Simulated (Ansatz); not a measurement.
`C=C([SiH3])[SiH2][SiH3]`, relaxed with RKS PBE-D4/def2-SVP in the Gaussian-basis code of Ansatz from a rough embedded geometry. The force threshold is 0.03 eV/Å; the program also tests the step.

Total charge 0; spin multiplicity 1.

Start:

```xyz
15

C     1.849   -0.979   -0.651
C     0.776   -0.712    0.008
Si    0.698   -0.630    1.855
Si   -0.947   -0.397   -0.756
Si   -1.468    1.810   -0.785
H     1.927   -0.989   -1.771
H     2.833   -1.106   -0.174
H     1.993   -0.728    2.453
H     0.076    0.687    2.226
H    -0.207   -1.725    2.353
H    -0.825   -0.943   -2.204
H    -1.948   -1.226   -0.092
H    -1.542    2.340    0.570
H    -2.764    1.997   -1.517
H    -0.449    2.602   -1.513
```

| step | energy (eV) | largest force (eV/Å) | largest move (Å) |
| --- | --- | --- | --- |
| 1 | -25844.0849 | 4.289 | 0.000 |
| 2 | -25844.3623 | 1.649 | 0.118 |
| 3 | -25844.4487 | 0.695 | 0.118 |
| 4 | -25844.4891 | 0.191 | 0.076 |
| 5 | -25844.4944 | 0.025 | 0.044 |

End:

```xyz
15

C     1.847   -0.942   -0.649
C     0.700   -0.729    0.042
Si    0.717   -0.645    1.928
Si   -0.934   -0.459   -0.873
Si   -1.487    1.833   -0.856
H     1.872   -0.999   -1.753
H     2.823   -1.073   -0.146
H     2.128   -0.767    2.441
H     0.130    0.661    2.398
H    -0.123   -1.749    2.517
H    -0.812   -0.937   -2.299
H    -2.043   -1.224   -0.194
H    -1.592    2.339    0.558
H    -2.805    2.071   -1.548
H    -0.418    2.620   -1.568
```

It took 12 s on 2 threads of an AMD EPYC 7R13 on a shared host, with 0.23 GiB of host memory at the peak.
